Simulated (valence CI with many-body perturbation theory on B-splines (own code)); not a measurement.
**Which ion has this spectrum?**

A relativistic CI+MBPT calculation for an atom or ion with 23 electrons gives these levels (cm⁻¹):

| J | Parity | E | g |
| --- | --- | --- | --- |
| 5/2 | even | 0 | 1.60 |
| 5/2 | even | 110245 | 1.22 |
| 7/2 | even | 177733 | 1.14 |
| 3/2 | even | 183675 | 1.27 |
| 11/2 | even | 187156 | 1.15 |
| 9/2 | even | 208438 | 1.15 |
| 5/2 | even | 216306 | 1.14 |
| 1/2 | even | 225925 | 1.87 |
| 7/2 | even | 256021 | 1.13 |
| 5/2 | even | 282775 | 1.21 |
| 3/2 | even | 311079 | 0.81 |
| 7/2 | even | 314109 | 1.21 |
| 11/2 | even | 320296 | 1.06 |
| 9/2 | even | 334430 | 1.14 |

The energies are calculated, and their last digits are not significant.

(1) Which is it?
A. La34+
B. Cs32+
C. Nd37+
D. Ce35+

## Answers

(1) A. La34+, ground level (3d3/2^4 3d5/2) J=5/2.
